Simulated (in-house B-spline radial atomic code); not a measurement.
RPA and G0W0 on BHandHLYP: Sn4+

Configuration [Kr] 4d10, mean-field start BHandHLYP. Computed with an all-electron radial atomic-structure program (B-spline basis): all electrons, scalar-relativistic (spin-free one-electron X2C), finite nucleus, each spin shell either full or empty, empty states to l = 9 with an (l + 1/2)⁻⁴ tail; G0W0 by contour deformation at full frequency.

Command:
```bash
python run_gw.py task.json out
```
Settings (radii: box in bohr, nucleus in fm):
```
Z                        50
electrons                46
configuration            [Kr] 4d10
hamiltonian              x2c
method                   bhandhlyp
lmax                     9
rms_radius               4.6519
spin_polarised           False
box_radius               11.96
intervals                68
```

Time taken, with all properties: 4.2 s on 1 thread of Arm Neoverse N1 (shared host).

Energies (hartree):

```json
{"term": "mean-field total", "value": "-6173.15167"}
{"term": "Hartree-Fock functional on these orbitals", "value": "-6170.57701"}
{"term": "direct second order", "value": "-3.9098"}
{"term": "second-order exchange", "value": "1.0899"}
{"term": "SOSEX correction", "value": "1.0276"}
```

What is the RPA correlation energy, and what remains with SOSEX?

RPA gives -3.5073 hartree (-2.07 eV per electron); RPA + SOSEX gives -2.4797, and the second-order doubles -2.8199 hartree (no singles). SOSEX takes back 29 % of the RPA value.

Quasi-particle levels (eV):

```json
{"level": "4d", "occupied": "yes", "mean field": "-73.00", "Σx - vxc": "-4.44", "Σc": "?", "QP weight": "?", "G0W0": "?"}
{"level": "5s", "occupied": "no", "mean field": "-43.48", "Σx - vxc": "4.33", "Σc": "-1.82", "QP weight": "0.982", "G0W0": "-40.98"}
```

G0W0 = mean field + (Σx - vxc) + Σc, with Σc (partial-wave tail included) taken at the quasi-particle energy. Only the outer levels were computed. Levels of low weight are left out.

Where does G0W0 put 4d?

At -77.44 eV, with Σc = 0.00 eV and a quasi-particle weight of 0.960. The tabulated removal energy is 77.03 ± 0.04 eV (NIST, measured); the calculation leaves out spin-orbit coupling, Breit and QED terms, and what these don't explain is the method's own error.
